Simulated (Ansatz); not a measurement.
Isolated molecules relaxed with PBE0-D4/def2-TZVP in Ansatz; ΔE leaves out vibrations. CBS: MP2 limit from def2 TZ/QZ plus the TZ coupled-cluster correction, frozen cores. DFT in def2-TZVPP. For Ge, Se outer-core shells are correlated without core-valence functions, which leaves a few kJ/mol of doubt a bond. Scalar relativity is left out up to krypton.

Reaction (cleavage of the Si–Si bond): `[SiH3][SiH2][GeH3]` + H₂Se → `[SiH3][SeH]` + `[SiH3][GeH3]`

Question: Is it downhill or uphill in electronic energy at CCSD(T)/CBS, and by how much? (Estimate.)

Answer: The calculation gave: Downhill: ΔE = -52.3 kJ/mol.

Question: What do these levels give: r2SCAN0-D4, ωB97M-V, PBE, revPBE, r2SCANh, BHLYP, CAM-B3LYP, RPA@PBE/def2-TZVPP, HF/def2-SVP, MP2/def2-SVP, MP2/def2-QZVPP, MP2/CBS(def2)? (Best estimate.)

Answer: The calculation gave: r2SCAN0-D4 -50.2, ωB97M-V -53.9, PBE -42.6, revPBE -43.5, r2SCANh -49.8, BHLYP -57.0, CAM-B3LYP -52.9, RPA@PBE/def2-TZVPP -48.0, HF/def2-SVP -58.3, MP2/def2-SVP -50.4, MP2/def2-QZVPP -59.0, MP2/CBS(def2) -60.4 kJ/mol.

Question: What do rigid-rotor, harmonic-oscillator terms from PBE0-D4/def2-TZVP frequencies (298.15 K, 1 bar) make of the CCSD(T)/CBS value? (An estimate is asked.)

Answer: The calculation gave: ΔZPE = +4.6 kJ/mol, ΔH = -50.3 kJ/mol, ΔS = -6 J/(mol·K), ΔG = -48.5 kJ/mol.

Largest T1 diagnostic among the species: 0.013.

In def2-TZVPP, CCSD(T) changes the Hartree–Fock value by +15.3 kJ/mol (the triples alone add +1.6 kJ/mol) and MP2 by +7.2 kJ/mol. From PBE to PBE0 (25 % exact exchange), in def2-TZVPP and without D4, ΔE moves by −3.9 kJ/mol.
